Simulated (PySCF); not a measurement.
# Stretching BeIn

Set-up: PySCF, scalar-relativistic core potentials, basis sets Be def2-SVPD, In def2-SVPD with ECP28. Energies in eV from Be + In in their ground configurations at the same level. All curves are PBE0. state 1: ²Π (doublet), unpaired electrons π ↑; state 2: ²Σ⁺ (doublet), unpaired electrons σ ↑, a second solution, started from another occupation; state 3: quartet, unpaired electrons σ ↑, π ↑↑, a second solution, started from another occupation; state 4: ⁴Π (quartet), unpaired electrons σ ↑↑, π ↑, a second solution, started from another occupation.

```json
{"R (Å)": "2.227", "state 1": "-0.3450", "state 2": "0.1569", "state 3": "0.4144", "state 4": "0.6211"}
{"R (Å)": "2.331", "state 1": "-0.5272", "state 2": "-0.1699", "state 3": "0.4245", "state 4": "0.4933"}
{"R (Å)": "2.435", "state 1": "-0.6254", "state 2": "-0.3885", "state 3": "0.4984", "state 4": "0.4499"}
{"R (Å)": "2.512", "state 1": "-0.6590", "state 2": "-0.4981", "state 3": "0.5810", "state 4": "0.4568"}
{"R (Å)": "2.590", "state 1": "-0.6672", "state 2": "-0.5716", "state 3": "0.6785", "state 4": "0.4878"}
{"R (Å)": "2.668", "state 1": "-0.6566", "state 2": "-0.6164", "state 3": "0.7849", "state 4": "0.5363"}
{"R (Å)": "2.771", "state 1": "-0.6223", "state 2": "-0.6420", "state 3": "0.9333", "state 4": "0.6194"}
{"R (Å)": "2.901", "state 1": "-0.5602", "state 2": "-0.6347", "state 3": "1.1193", "state 4": "0.7406"}
{"R (Å)": "3.056", "state 1": "-0.4741", "state 2": "-0.5902", "state 3": "1.3326", "state 4": "0.8966"}
{"R (Å)": "3.263", "state 1": "-0.3618", "state 2": "-0.5021", "state 3": "1.5890", "state 4": "1.1050"}
```

Problem. Put a parabola through the three lowest points of the state 1 curve and estimate Re, k and ωe (reduced mass 8.357 u; 1 eV/Å² = 0.16022 mdyn/Å; ωe = 1302.8·√(k/μ) cm⁻¹).

Solution. Through R = 2.512, 2.59, 2.668 Å the second-order coefficient is 1.55 eV/Å², so Re ≈ 2.585 Å, k ≈ 0.495 mdyn/Å and ωe ≈ 317 cm⁻¹. A polynomial fit of higher order to the unrounded PBE0 energies gives Re = 2.581 Å, k = 0.513 mdyn/Å, ωe = 323 cm⁻¹; anharmonicity and rounding make the difference.

The higher-order fit for each curve: state 1: Re = 2.581 Å, ωe = 323 cm⁻¹, De = 0.67 eV; state 2: Re = 2.808 Å, ωe = 275 cm⁻¹, minimum 0.64 eV below the ground-state fragments; state 4: Re = 2.454 Å, ωe = 403 cm⁻¹, minimum 0.449 eV above the ground-state fragments. State 3 gave no clean fit.

Spin–orbit coupling is left out, which matters for elements this heavy, above all for dissociation energies. The state was picked by a PBE0 search and need not be the measured ground state.
